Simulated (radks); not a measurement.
Results of a calculation; reference values are marked as such.
Task: Radial electron density D(r) = 4 pi r^2 rho(r) of an atom or ion with 1 electrons. Code: a radial shooting solver on a logarithmic mesh with Libxc functionals. Model: non-relativistic Kohn-Sham, PBE, spin-polarised, spherical densities, point nucleus.

r (bohr)  D(r) (e/bohr)
0.02504         0.01845
0.02916         0.02460
0.03394         0.03269
0.03951         0.04331
0.046           0.05718
0.05355         0.07514
0.06234         0.09826
0.07258          0.1277
0.08449          0.1649
0.09836          0.2112
0.1145           0.2680
0.1333           0.3365
0.1552           0.4171
0.1807           0.5095
0.2103           0.6119
0.2448           0.7205
0.285            0.8291
0.3318           0.9291
0.3863            1.010
0.4497            1.058
0.5236            1.065
0.6095            1.021
0.7096           0.9270
0.826            0.7894
0.9616           0.6248
1.119            0.4548
1.303            0.3008
1.517            0.1783
1.766           0.09313
2.056           0.04191
2.394           0.01582
2.787          0.004866

What is the nuclear charge?

Result: Z = 2. The innermost maximum, from 1s, lies near 1/Z = 0.5 bohr (found: 0.495), and its height grows with Z. The density is that of the helium ion He+ in 1s1; the configuration itself is not fixed sharply by these data. D(r) has 1 maximum, at r = 0.495 bohr.
